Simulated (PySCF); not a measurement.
A PySCF script (with the pyscf-properties extension) for the NMR shieldings of SMILES C(C(C[S@@+]([BH3-])C)=O)(C)=O, C5H11BO2S, on a GFN2-xTB geometry:

```python
import basis_set_exchange as bse
import numpy as np
from pyscf import gto, dft
from pyscf.prop import nmr

atoms = """
B    -1.019573    1.049227   -1.302742
S    -1.787948    0.588961    0.452613
C    -2.386065   -1.098650    0.142403
C    -0.317166    0.189269    1.483363
C     0.741320   -0.478498    0.649303
O     0.729777   -1.653241    0.376573
C     1.886116    0.454967    0.215454
C     2.600318    0.017542   -1.016844
O     2.155053    1.420952    0.884017
H    -1.965658    1.359954   -1.942827
H    -0.281543    1.947870   -1.069677
H    -0.483925    0.055654   -1.676764
H    -3.131866   -1.026851   -0.642240
H    -2.831362   -1.495920    1.049646
H    -1.561621   -1.723069   -0.190729
H     0.052130    1.139020    1.869452
H    -0.658223   -0.459222    2.290080
H     2.763680   -1.057686   -0.979902
H     1.954874    0.224872   -1.870658
H     3.536533    0.555528   -1.133252
"""
names = dict.fromkeys(["B", "S", "C", "O", "H"], "pcSseg-1")
basis = {el: gto.basis.parse(bse.get_basis(n, elements=[el], fmt="nwchem")) for el, n in names.items()}
mol = gto.M(atom=atoms, basis=basis, charge=0, verbose=0)
mf = dft.RKS(mol, xc="PBE0")
mf.grids.level = 2
mf.grids.alignment = dft.numint.BLKSIZE   # the property module wants whole blocks of grid points
mf.conv_tol = 1e-9
mf.kernel()

calc = nmr.RKS(mf)   # GIAO
C = mf.mo_coeff
Co = C[:, mf.mo_occ > 0]
resp = mf.gen_response(singlet=True, hermi=2)
def vind(x):   # induced exchange potential for any number of trial vectors
    d = np.einsum("pi,xij,qj->xpq", C, 2 * x.reshape(-1, C.shape[1], Co.shape[1]), Co, optimize=True)
    return np.einsum("xpq,pi,qj->xij", resp(d - d.transpose(0, 2, 1)), C, Co, optimize=True).ravel()
mo1, _ = nmr.rhf.solve_mo1(calc, with_cphf=vind)
sigma = calc.kernel(mo1)
for i, s in enumerate(sigma):   # ppm
    w = np.linalg.eigvalsh((s + s.T) / 2)
    print("%2d %-2s iso %8.1f  s11 %8.1f  s22 %8.1f  s33 %8.1f" % (i, mol.atom_pure_symbol(i), w.mean(), *w))
```

**Question.** What does it print?

**Answer.** 
```
 0 B  iso    128.9  s11    115.3  s22    120.1  s33    151.2
 1 S  iso    482.1  s11    368.7  s22    425.1  s33    652.5
 2 C  iso    158.1  s11    140.0  s22    147.6  s33    186.6
 3 C  iso    150.6  s11    137.7  s22    147.6  s33    166.6
 4 C  iso    -15.7  s11   -102.6  s22    -33.7  s33     89.0
 5 O  iso   -336.3  s11   -934.3  s22   -424.9  s33    350.2
 6 C  iso    -20.4  s11   -122.0  s22    -29.4  s33     90.1
 7 C  iso    163.7  s11    143.2  s22    159.7  s33    188.3
 8 O  iso   -331.1  s11   -883.4  s22   -450.9  s33    341.1
 9 H  iso     29.9  s11     26.4  s22     28.2  s33     35.2
10 H  iso     30.1  s11     27.2  s22     28.9  s33     34.2
11 H  iso     30.5  s11     26.9  s22     30.0  s33     34.6
12 H  iso     29.7  s11     25.0  s22     26.9  s33     37.3
13 H  iso     29.7  s11     24.5  s22     26.7  s33     37.8
14 H  iso     28.9  s11     23.4  s22     28.8  s33     34.5
15 H  iso     26.9  s11     21.8  s22     24.6  s33     34.4
16 H  iso     29.7  s11     25.7  s22     26.8  s33     36.5
17 H  iso     28.3  s11     23.3  s22     29.1  s33     32.6
18 H  iso     28.8  s11     24.9  s22     29.1  s33     32.4
19 H  iso     29.8  s11     26.0  s22     28.0  s33     35.4
```

These numbers come from an equivalent density-fitted implementation of the same equations, which agrees with the script to about 0.01 ppm for H and up to a few tenths of a ppm for heavy atoms, so last digits may differ.

Size and cost of the density-fitted run: 215 basis functions, 87 s wall time on 1 thread of an Arm Neoverse N1, shared host; peak memory 1.1 GiB.
